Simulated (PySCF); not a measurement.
Start geometry of Nb(NEt)(NH2)3, `CC[N]=[Nb]([NH2])([NH2])[NH2]` from GFN2-xTB (Å):
```
atom  x, y, z in Å
Nb1   -0.0300    0.2751   -1.1300
N2    -0.1611    0.3796    0.6179
C3    -0.1931    0.2665    2.0054
C4     0.4101   -1.1334    2.4242
H5     0.5523    0.9925    2.4320
H6    -1.1508    0.4860    2.4259
H7     0.3666   -1.2516    3.5169
H8    -0.3402   -1.8472    2.0003
H9     1.2944   -1.3155    2.0811
N10    1.8282    0.2863   -1.5994
H11    2.1192    0.3045   -2.5764
H12    2.6858    0.2646   -1.0253
N13   -1.0893    2.0529   -1.7313
H14   -1.4701    2.7808   -1.1346
H15   -1.1296    2.2306   -2.6872
N16   -1.0508   -1.2526   -1.6891
H17   -1.4729   -2.0051   -1.1722
H18   -1.2249   -1.4973   -2.6806
```

Task: What comes out of this run: PBE0-D3(BJ)/def2-SVP geometry optimisation, gas phase, def2 core potentials past Kr (PySCF)?

Result: 
```
atom  x, y, z in Å
Nb1   -0.0976    0.3479   -1.1516
N2    -0.1257    0.3158    0.5948
C3    -0.1234    0.2339    2.0135
C4     0.3152   -1.1339    2.5204
H5     0.5450    1.0125    2.4283
H6    -1.1345    0.4643    2.4000
H7     0.3031   -1.1676    3.6210
H8    -0.3563   -1.9199    2.1429
H9     1.3340   -1.3661    2.1751
N10    1.8250    0.3325   -1.6881
H11    2.1516    0.3282   -2.6521
H12    2.6313    0.3179   -1.0714
N13   -1.0192    2.0250   -1.7196
H14   -1.4323    2.7320   -1.1194
H15   -1.1293    2.3163   -2.6888
N16   -1.0579   -1.2873   -1.7762
H17   -1.4617   -2.0170   -1.1973
H18   -1.2238   -1.5176   -2.7538
```

The energy falls by 1.165 eV over 9 energy and gradient evaluations, the largest force component goes from 0.1639 to 3.1e-04 Eh/bohr, and the atoms move by 0.094 Å rms after alignment. The bond that changes most is Nb1–N13 (ends: niobium bonded to 4 N; nitrogen bonded to Nb and 2 H), which shortens by 0.159 Å. Bonds longer at the end by more than 0.005 Å: 7 of 17; shorter: 7. Among the angles that change most is C3–C4–H8, from 102.0° to 110.6°. Rotational constants go from 2396, 1081, 1041 to 2432, 1036, 1014 MHz. The orientation of the end geometry is arbitrary; only internal coordinates are fixed.

The run used 170 basis functions and 72 SCF cycles in all. The run took 2.2 min wall on an Arm Neoverse V2 with one thread, no GPU, shared host with 96 logical CPUs at a one-minute load of 49, and the process peaked at 0.72 GiB of memory.

Whether it is a minimum is left open (no frequencies).
